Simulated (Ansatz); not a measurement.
Consider the substitution at a C–Si bond: `[SiH3]C[SiH2][TeH]` + HCl → `ClC[SiH2][TeH]` + SiH₄.

Program: Ansatz. Geometries: PBE0-D4/def2-TZVP. ΔE: electronic, gas phase. CCSD(T)/CBS adds triple-zeta CCSD(T) − MP2 to the extrapolated MP2 energy (def2 sets, frozen cores). This one scheme is used for every species. Functionals use def2-TZVPP. def2 core potentials past Kr. For Te outer-core shells are correlated without core-valence functions, which leaves a few kJ/mol of doubt a bond. Each species was taken in one conformer, which may not be the lowest.

`[SiH3]C[SiH2][TeH]`:

Cartesian coordinates in Å:
```
Si 1.128 1.107 0.701
C 0.417 -0.628 0.610
Si -0.518 -1.001 -0.963
Te -2.190 0.766 -1.538
H 0.087 2.080 1.117
H 2.237 1.147 1.692
H 1.669 1.514 -0.624
H 1.233 -1.356 0.688
H -0.240 -0.790 1.470
H 0.405 -0.994 -2.127
H -1.188 -2.325 -0.882
H -3.040 0.481 -0.143
```

HCl:

```xyz
2

Cl    0.137   -0.397    0.482
H    -0.137    0.397   -0.482
```

`ClC[SiH2][TeH]`:

```xyz
9

Cl    2.579   -0.312   -0.502
C     0.968   -0.678    0.181
Si   -0.163    0.794   -0.121
Te   -2.432    0.367    0.827
H     0.598   -1.583   -0.301
H     1.091   -0.878    1.246
H     0.356    1.977    0.606
H    -0.238    1.061   -1.577
H    -2.760   -0.747   -0.357
```

SiH₄:

Cartesian coordinates in Å:
```
Si 0.000 0.000 0.000
H -0.904 -0.907 -0.750
H 1.277 0.151 -0.742
H 0.273 -0.572 1.342
H -0.645 1.329 0.150
```

**Question.** Is it downhill or uphill in electronic energy at CCSD(T)/CBS, and by how much? (Estimate.)

**Answer.** Ansatz gave: Uphill: ΔE = +18.6 kcal/mol.

**Question.** What do these levels give: r2SCAN-D4, PBE0, MP2/def2-TZVPP, MP2/def2-QZVPP, SCS-MP2/def2-QZVPP, CCSD/CBS(def2)? (Best estimate.)

**Answer.** Ansatz gave: r2SCAN-D4 18.0, PBE0 17.2, MP2/def2-TZVPP 19.5, MP2/def2-QZVPP 19.5, SCS-MP2/def2-QZVPP 17.9, CCSD/CBS(def2) 18.5 kcal/mol.

Largest T1 diagnostic among the species: 0.011.

From PBE to PBE0 (25 % exact exchange), in def2-TZVPP and without D4, ΔE moves by +1.2 kcal/mol. In def2-TZVPP, CCSD(T) changes the Hartree–Fock value by +3.6 kcal/mol (the triples alone add +0.1 kcal/mol) and MP2 by +4.5 kcal/mol.
